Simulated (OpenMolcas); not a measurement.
## Computed transition rates of Nd V

```
Program             : OpenMolcas 26.06
Method              : SS-RASPT2, IPEA 0.25 Eh, imaginary shift 0.1 Eh (closed shells correlated: 5s 5p)
Basis               : ANO-RCC-VTZP [8s7p5d3f2g1h]
Scalar Hamiltonian  : DKH2, point nucleus
Active space        : 2 electrons in 12 orbitals (RAS2 4f; RAS3 5d, at most 1 electron)
State averaging     : 2S+1 = 3 even, 21 roots; 2S+1 = 1 even, 28 roots; 2S+1 = 3 odd, 35 roots; 2S+1 = 1 odd, 35 roots
Spin-orbit coupling : state interaction with AMFI integrals over the reference wave functions, term energies averaged over their components
```

Rates come from the transition moments of the reference wave functions (E1 and E2 in the length form). At fixed line strength A goes as λ^-3 for E1 and M1 and as λ^-5 for E2, so a rate at the computed wavelength can be rescaled to the measured one. Measured vacuum wavelengths follow from level energies in the list in Carvajal Gallego et al., Mon. Not. R. Astron. Soc. 518, 332 (2023). Branching counts decays inside the model space alone, at computed energies, and the table is only a selection of the E2 and M1 lines, drawn from those between levels with measured partners whose computed energy lies within a factor of 1.5 of the measured one.

| Upper | Lower | Type | λ computed (nm) | λ measured (nm) | A computed (s-1) | A rescaled (s-1) | Branching % |
| --- | --- | --- | --- | --- | --- | --- | --- |
| 4f² ¹D₂ | 4f² ³F₃ | M1 | 660 | 783.3 | 2.68e+00 |  | 56.5 |
| 4f² ¹D₂ | 4f² ³F₂ | M1 | 583.9 | 682.2 | 2.04e+00 |  | 43.0 |
| 4f² ³P₂ | 4f² ¹D₂ | M1 | 1202 | 1444 | 1.68e+00 |  | 70.5 |
| 4f² ¹I₆ | 4f² ³H₅ | M1 | 371.7 | 430 | 1.29e+00 |  | 50.5 |
| 4f² ¹I₆ | 4f² ³H₆ | M1 | 420.2 | 491.5 | 1.25e+00 |  | 48.8 |
| 4f² ³H₅ | 4f² ³H₄ | M1 | 3327 | 3528 | 6.97e-01 | 5.85e-01 | 100.0 |
| 4f² ³H₆ | 4f² ³H₅ | M1 | 3218 | 3437 | 6.76e-01 | 5.55e-01 | 100.0 |
| 4f² ³P₁ | 4f² ¹D₂ | M1 | 1510 | 1872 | 4.99e-01 |  | 56.6 |
| 4f² ³P₂ | 4f² ³F₃ | M1 | 426.1 | 507.8 | 3.72e-01 |  | 15.6 |
| 4f² ³P₀ | 4f² ³F₂ | E2 | 438 | 522 | 3.58e-01 | 1.49e-01 | 100.0 |
| 4f² ³F₃ | 4f² ³F₂ | M1 | 5065 | 5288 | 1.94e-01 | 1.70e-01 | 90.8 |
| 4f² ³P₁ | 4f² ³F₃ | E2 | 459.3 | 552.2 | 1.82e-01 | 7.25e-02 | 20.7 |
| 4f² ³P₁ | 4f² ³F₂ | E2 | 421.1 | 500 | 1.33e-01 | 5.64e-02 | 15.1 |
| 4f² ³P₂ | 4f² ³F₃ | E2 | 426.1 | 507.8 | 7.21e-02 | 3.00e-02 | 3.0 |
| 4f² ³P₂ | 4f² ³P₁ | M1 | 5895 | 6306 | 6.11e-02 | 4.99e-02 | 2.6 |
| 4f² ³P₁ | 4f² ³F₂ | M1 | 421.1 | 500 | 5.37e-02 |  | 6.1 |
| 4f² ³P₂ | 4f² ³F₂ | M1 | 393 | 463.3 | 2.25e-02 |  | 0.9 |
| 4f² ³F₃ | 4f² ³H₄ | M1 | 1172 | 1285 | 1.94e-02 |  | 9.1 |
| 4f² ³P₁ | 4f² ³P₀ | M1 | 10900 | 11870 | 1.38e-02 | 1.07e-02 | 1.6 |
| 4f² ³P₂ | 4f² ³F₂ | E2 | 393 | 463.3 | 1.35e-02 | 5.93e-03 | 0.6 |
| 4f² ³F₂ | 4f² ³H₄ | E2 | 1526 | 1697 | 2.41e-04 | 1.42e-04 | 100.0 |

Spin-changing lines and M1 lines between different terms are not rescaled, since their strength hangs on the term gaps too.

The largest correction is for 4f² ³P₁ → 4f² ³F₃ (E2): 1.82e-01 × (459.3 / 552.2)^5 = 7.25e-02 s-1, a factor of 0.40.

The computed order of these levels differs from the measured one in 1 place, and where term gaps are wrong the rates of spin-changing lines can be off by large factors.

These are rates of the free ion; in crystals, glasses and complexes forced electric-dipole and non-radiative decay shorten such lifetimes by orders of magnitude. No measured rate stands beside these. Rescaling mends the energy factor alone: line strengths can still be far off where a level mixes with configurations outside the active space, and weak or spin-changing lines hang on small mixing coefficients that depend on the term gaps too, so rescaling need not improve them.

Term energies are means over components that CASPT2 splits; among the terms shown or strongly mixed into the levels shown the widest spread is 840 cm-1 (4f² ¹I). Some terms miss by over 15 % even with CASPT2, which points to a basis or an active space too small for the shells correlated. Computed and measured levels are paired by configuration, term and J; levels that our copy of the source lacks, or whose pairing is in doubt (as where it misses far off the trend of its configuration), stay unpaired. Only configurations of the active space appear.
